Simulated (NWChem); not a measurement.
Species: NH$_{3}$Se; SMILES N[SeH]

This build's default masses of Se (78.918 u) and Br (79.917 u) are each other's, which moves their modes by up to 0.6 %.

Question: Give the equilibrium geometry at PBE0-D3(BJ)/def2-TZVP (NWChem) as an XYZ file, with the point group.

Answer: point group Cs; any orientation.
```
5

Se     0.0519    -0.3815     0.0000
H     -1.4083    -0.6394     0.0000
N      0.0836     1.4582     0.0000
H     -0.3613     1.8309     0.8274
H     -0.3613     1.8309    -0.8274
```
